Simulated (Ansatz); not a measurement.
Molecule: sum formula InO₃H₃, net charge -1, doublet state. 
Geometry from a B3LYP-D3(BJ)/def2-TZVP (Ansatz, an electronic-structure program) optimisation:
```xyz
7

In    -0.1350    -0.2685    -0.1191
O      1.7528     0.1805    -0.9476
H      2.3584     0.1249    -0.1985
O      0.1968    -0.3280     1.9638
H     -0.3602     0.3790     2.3117
O     -1.2816     1.4757    -0.4272
H     -0.7254     2.0271    -0.9909
```
Charge -1, spin multiplicity 2.

Parts of the frozen-core correlation energy in def2-TZVPP (Ansatz, hartree). Frozen orbitals: 12; correlated occupied orbitals by spin: 13 and 12; virtual: 160 and 161. Open shells are spin-unrestricted. No spin-orbit coupling. In def2 rows, elements after Kr have scalar-relativistic effective core potentials.

```tsv
term	value
reference (HF)	-415.71459
MP2 opposite-spin	(withheld)
MP2 same-spin	-0.21341
CCSD correlation	(withheld)
(T)	(withheld)
T1 diagnostic	0.016
largest doubles amplitude	0.012
<S^2> of the reference	0.755
```

Some entries are withheld; supply them.


- MP2 opposite-spin, value: -0.61455
- CCSD correlation, value: -0.82824
- (T), value: -0.03071
